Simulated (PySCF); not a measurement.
Start geometry of `CS[SiH2]P` from GFN2-xTB (Å):
```
atom  x, y, z in Å
C1    -2.2348   -0.1298    0.0814
S2    -0.8405    0.7891    0.7700
Si3    0.7298   -0.2424   -0.2376
P4     2.7197    0.4921    0.5963
H5    -2.2723    0.0019   -1.0120
H6    -2.1940   -1.1477    0.3456
H7    -3.1363    0.3362    0.5104
H8     0.6334   -1.6627    0.0620
H9     0.5521   -0.0442   -1.6520
H10    3.4213   -0.1203   -0.3894
H11    2.6597    1.7022   -0.0505
```

Problem. What comes out of this run: PBE0-D3(BJ)/def2-SVP geometry optimisation, gas phase in PySCF 2.14.0?

Solution. 
```
atom  x, y, z in Å
C1    -2.3351    0.0289   -0.0717
S2    -0.8745    0.8119    0.6860
Si3    0.6853   -0.1890   -0.3834
P4     2.6068    0.7220    0.3879
H5    -2.3695    0.2081   -1.1558
H6    -2.3612   -1.0510    0.1305
H7    -3.2156    0.4959    0.3900
H8     0.7091   -1.6555   -0.0846
H9     0.4831   -0.0295   -1.8589
H10    3.3872    0.1073   -0.6411
H11    2.4262    1.9320   -0.3504
```

The energy falls by 5.0 kcal/mol over 7 energy and gradient evaluations, the largest force component goes from 0.0372 to 3.6e-04 Eh/bohr, and the atoms move by 0.119 Å rms after alignment. The bond that changes most is P4–H10 (three-coordinate phosphorus to P–H hydrogen), which lengthens by 0.074 Å. Bonds longer at the end by more than 0.005 Å: 7 of 10; shorter: 1. Among the angles that change most is S2–Si3–P4, from 108.3° to 105.1°. Rotational constants go from 9731, 1446, 1300 to 9332, 1468, 1311 MHz. The orientation of the end geometry is arbitrary; only internal coordinates are fixed.

The run used 103 basis functions and 41 SCF cycles in all. Hardware: an Arm Neoverse N1 with one thread, shared host with 64 logical CPUs at a one-minute load of 61. Cost: 43 s wall, 0.42 GiB resident at most.

Not checked by PBE0-D3(BJ)/def2-SVP frequencies. One conformer, not necessarily the lowest.
